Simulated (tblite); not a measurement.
Compound: C7H12O2S.
SMILES with atom numbers: `[CH2:1]=[CH:2]/[C:3](=[CH:4]\[CH3:5])[S:6](=[O:7])(=[O:8])[CH2:9][CH3:10]` (hydrogens: H11, H12 on C1; H13 on C2; H14 on C4; H15, H16, H17 on C5; H18, H19 on C9; H20, H21, H22 on C10)

Computed geometry: GFN2-xTB, gas phase.

(1) Give the optimised bond lengths and angles.

Answers

(1) 
| bond | length (Å) |
| --- | --- |
| C1=C2 | 1.328 |
| C2–C3 | 1.447 |
| C3=C4 | 1.331 |
| C4–C5 | 1.488 |
| C3–S6 | 1.815 |
| S6=O7, S6=O8 | 1.441 |
| S6–C9 | 1.829 |
| C9–C10 | 1.510 |
| C1–H11 | 1.077 |
| C1–H12 | 1.076 |
| C2–H13 | 1.084 |
| C4–H14 | 1.082 |
| C5–H15, C5–H16, C5–H17 | 1.088 |
| C9–H18, C9–H19 | 1.086 |
| C10–H20, C10–H21, C10–H22 | 1.088 |

Bonds in one row agree within 0.01 Å and their mean is given. A selection of angles:
| angle | degrees |
| --- | --- |
| C1–C2–C3 | 124.8 |
| C2–C3–C4 | 127.9 |
| C2–C3–S6 | 117.0 |
| C4–C3–S6 | 115.1 |
| C3–C4–C5 | 127.7 |
| C3–S6–O7 | 108.1 |
| C3–S6–O8 | 110.5 |
| C3–S6–C9 | 104.6 |
| O7–S6–O8 | 116.8 |
| O7–S6–C9 | 107.7 |
| S6–C9–C10 | 108.6 |

Torsions: C1–C2–C3–C4 -159° (antiperiplanar); C2–C3–C4–C5 3° (synperiplanar); C2–C3–S6–O7 174° (antiperiplanar); C3–S6–C9–C10 63° (synclinal). The mirror-image conformer, all signs reversed, is as good.

S6 (sulfonyl sulfur) is distorted tetrahedral (angles from 104.6° to 116.8°). The C–C distances run from 1.328 Å (C1=C2, drawn double) to 1.510 Å (C9–C10, drawn single), a spread of 0.182 Å. Of the pairs four or more bonds apart, O8···H12 is among the closest relative to their van der Waals radii: 2.24 Å, 82 % of the sum of Bondi's values.

Point group: C1 (no symmetry element, even within 0.4 Å). Its GFN2-xTB frequencies are all real (lowest 44 cm⁻¹). One conformer, not necessarily the lowest. 3 starts were optimised and ended at 0.00, 0.72 and 0.72 kcal/mol (GFN2-xTB); the lowest of these is shown.
